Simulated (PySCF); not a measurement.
**A small calculation by hand: oscillator strength and radiative lifetime**

C3H4ClNSi, SMILES Cl[Si@@H]1C=CN=C1.

Geometry optimised at PBE0-D3(BJ)/def2-SVP. The structure was generated by enumeration; whether it is a known compound was not checked.

TDA-PBE/def2-SVPD (PySCF) puts the first singlet state with f over 0.02 at 4.13 eV (vertical), with the transition dipole (0.067, -0.556, 0.072) in atomic units.

**Question.** Find the oscillator strength, the wavelength and the radiative lifetime that this transition would have in vacuum if emission retraced absorption.

**Answer.** 
|μ|² = 0.3188 au, so |μ| = 1.44 D. ΔE = 4.13/27.211 = 0.1518 hartree. f = (2/3) ΔE |μ|² = 0.032 (the program prints 0.032).
λ = 1239.84/4.13 = 300 nm; ν = 33311 cm⁻¹.
Einstein's coefficient A = 0.6670 ν² f s⁻¹ (ν in cm⁻¹) = 2.4e7 s⁻¹, so τ = 1/A = 42 ns. This state is S2; the lower singlet has f = 0.000. The figure is the radiative limit of this one transition; relaxation, internal conversion, crossing to triplets and a medium change what is measured.
